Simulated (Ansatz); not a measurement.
# Match the barriers

Saddle point of CH$_{6}$GeS, closed shell (CH₆GeS ([CH3][GeH2][SH]) → CH₄Ge ([CH2][GeH2]) + H₂S; bonds formed: S2–H4; bonds broken: Ge1–S2, C3–H4), PBE0-D4/def2-TZVP structure:

```
9
angstrom
Ge -0.5605 0.8840 -0.0848
S 1.8049 -0.1570 -0.9894
C -0.9202 -0.8179 0.4459
H 0.6920 -0.9115 -0.3309
H -0.9787 1.4476 -1.4459
H 0.0820 1.9343 0.8274
H 2.3751 0.0710 0.2043
H -0.8600 -1.0534 1.5026
H -1.6346 -1.3970 -0.1293
```

Ansatz 0.2.0; basis: def2-TZVPP, with def2-QZVPP for the basis limit; cores frozen in the correlated methods. Filled d shells of the heavier atoms are correlated. The def2 sets are not built for correlating such inner shells, so the correlated values are less sure here. Extrapolation: Hartree–Fock as exp(−7.88 √X), correlation as X^−2.97. Four methods, as single points on the PBE0-D4 structures, gave these electronic barriers from the start structure: 65.19, 74.49, 77.42, 92.31 kcal/mol.

Problem. The methods were, in alphabetical order, CCSD(T), HF, PBE0-D4, SPW92. Which gave which? (A judgement: the text doesn't fix the answer.)

Solution. The calculation gives: SPW92 65.19; PBE0-D4 74.49; CCSD(T) 77.42; HF 92.31 kcal/mol. For comparison, CCSD(T) at an estimated basis limit (MP2 extrapolated from triple and quadruple zeta, plus CCSD(T) − MP2 in triple zeta) gives 76.45 kcal/mol.

The T1 diagnostic stays at or below 0.016. The restricted Hartree–Fock reference is unstable towards an unrestricted one at one or more of these structures.

Labels in which every atom is bracketed show which atoms are joined, not bond orders.

For scale, one of the runs: CCSD(T)/def2-TZVPP, 205 basis functions, launched by `ansatz run in.yaml --threads 4 --pin off --events-out ev --progress --plain --max-ram 9574MiB`. Time: 49 s of wall clock on 4 CPU threads of an Arm Neoverse V2; the host was shared. Peak host memory: 2.5 GiB.
